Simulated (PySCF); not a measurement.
Input of a response calculation (the driver script's job line, then coordinates in Å):

```
{"job": {"kind": "uv", "xc": "PBE0", "basis": "def2-SVPD", "dynamic": true, "nstates": 6, "ntriplets": 0, "group": "solv-IINNVZCOVDRALE-UHFFFAOYSA-N-uv", "role": "base"}, "charge": 0, "multiplicity": 1}
C      2.531431    -0.480246     0.630030
C      1.571616    -0.069445    -0.196999
C      0.133492    -0.449355    -0.069932
C     -0.798608     0.733722    -0.098399
O     -0.484853     1.862950    -0.346581
C     -2.275725     0.403688     0.215733
F     -2.720002    -0.541672    -0.618307
F     -3.047355     1.465279     0.104092
F     -2.374022    -0.071587     1.461701
H      2.315507    -1.135553     1.480253
H      3.571281    -0.175859     0.488193
H      1.817772     0.597376    -1.030050
H     -0.184943    -1.104573    -0.904392
H     -0.061694    -1.032321     0.845502
```

Output (SCF cycles cut):

```
converged SCF energy = -567.2859947414

Static polarisability (au): isotropic 65.777, principal 52.930 62.726 81.675

Singlet excitations
state   eV       nm        f      main configurations
  1   4.3087    287.8   0.00049   H-1->L 0.58, H->L 0.41
  2   5.3198    233.1   0.00804   H->L 0.58, H-1->L 0.41
  3   6.9546    178.3   0.07769   H->L+1 0.52, H-1->L+1 0.47
  4   7.3679    168.3   0.01153   H->L+2 0.90
  5   7.3963    167.6   0.00145   H-2->L 0.93
  6   7.6993    161.0   0.37239   H-1->L+1 0.48, H->L+1 0.43
```

Method: TDDFT PBE0/def2-SVPD, vertical, gas phase, core orbitals frozen in the response in PySCF 2.14.0, density-fitted response routines. One conformer (not necessarily the lowest) at the PBE0-D3(BJ)/def2-SVP geometry, without solvent, vibrations or thermal averaging.

(1) What transition dipole goes with state 6?

(2) Which orbital energies lie behind H and L?

(3) What share of the summed oscillator strength falls to the strongest level in this window?

(4) Give the mean polarisability in Å³.

(5) Give the energy of state 5 in hartree, cm⁻¹ and kJ/mol.

(6) Which species is it?

## Answers

(1) |μ|² = 3f / (2ΔE) = 3 × 0.3724 / (2 × 0.2829) ≈ 1.974 au, so |μ| = 3.57 D.

(2) HOMO -7.98 eV and LUMO -1.72 eV, a gap of 6.26 eV; state 1 differs from that by -1.95 eV.

(3) State 6 at 161 nm: 0.3724 of 0.4716, or 79%.

(4) 65.78 au × 0.148185 = 9.75 Å³.

(5) 0.27181 hartree, 59655 cm⁻¹, 713.6 kJ/mol.

(6) `FC(F)(F)C(CC=C)=O` (C5H5F3O), point group C1.

H and L stand for HOMO and LUMO.

Shape of the structure used: `[CH2:1]=[CH:2][CH2:3][C:4](=[O:5])[C:6]([F:7])([F:8])[F:9]`: C1–C2–C3–C4 129°, C2–C3–C4–O5 8°, C3–C4–C6–F7 -56°.
